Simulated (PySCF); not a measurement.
# Do core-level shifts follow atomic charges?

Compound: Si(vinyl)2(OAc)2, C8H12O4Si.
Structure used (PBE0-D3(BJ)/def2-SVP), in Å, numbered top down from 1:
```
atom  x, y, z in Å
Si1    0.307   -0.069    0.281
C2     0.274   -0.090    2.130
C3    -0.384   -1.020    2.832
H4     0.816    0.702    2.659
H5    -0.944   -1.820    2.336
H6    -0.394   -1.019    3.928
C7     1.983   -0.259   -0.472
C8     3.071   -0.492    0.270
H9     2.071   -0.192   -1.562
H10    3.022   -0.570    1.362
H11    4.064   -0.613   -0.178
O12   -0.517    1.288   -0.360
C13   -0.046    2.506   -0.071
C14   -0.819    3.600   -0.740
O15    0.905    2.666    0.655
H16   -0.409    4.576   -0.457
H17   -1.879    3.531   -0.454
H18   -0.770    3.466   -1.830
O19   -0.738   -1.341   -0.163
C20   -0.936   -1.685   -1.446
C21   -1.919   -2.808   -1.584
O22   -0.376   -1.137   -2.359
H23   -2.048   -3.066   -2.640
H24   -2.882   -2.509   -1.144
H25   -1.563   -3.681   -1.018
```

Binding energies: delta-SCF UKS SCAN, pcX-2 on the ionised atom, pcseg-1 elsewhere, spin-free X2C (PySCF). Charges: PBE0/pcSseg-1 ground-state density, for the ionised atom.

| atom | environment | C 1s (eV) | Mulliken (e) | IAO (e) | Hirshfeld (e) | ESP (e) |
| --- | --- | --- | --- | --- | --- | --- |
| C2 | carbon bonded to C, Si and H | 290.16 | -0.535 | -0.460 | -0.146 | -0.368 |
| C3 | carbon bonded to C and 2 H | 290.61 | -0.155 | -0.248 | -0.068 | -0.290 |
| C14 | carbon bonded to C and 3 H | 291.20 | -0.242 | -0.466 | -0.117 | -0.636 |
| C13 | carbon bonded to C and 2 O | 294.49 | +0.384 | +0.539 | +0.223 | +0.826 |

Q: Give the correlation coefficient and slope of binding energy on charge for each scheme.

A: Hirshfeld: r = 0.97, slope 11.2 eV per e; IAO: r = 0.95, slope 3.9 eV per e; Mulliken: r = 0.95, slope 4.9 eV per e; ESP: r = 0.91, slope 2.8 eV per e. On 4 points no scheme stands out.

Q: The point-charge model writes a binding energy as kq + V + constant, with V the potential of the other atoms' charges at the site. What does it give with the ESP charges?

A: V = Σ 14.40 eV Å × q/r over all other atoms: +4.34 eV at C2, +2.86 eV at C3, +9.99 eV at C14, -12.38 eV at C13. Fitting binding energy − V to q gives k = 17.5 eV per e and leaves an rms residual of 0.21 eV, against 0.70 eV for the fit on q alone. The model has no term for differences in relaxation between sites.

The unrestricted hole states depart most from a pure doublet (⟨S²⟩ = 0.75; over 0.85 named) for C 1s of C13/C20 (0.89), which makes this value less certain. The structure is a single PBE0-D3(BJ)/def2-SVP conformer in the gas phase; no vibrational or solvent corrections.
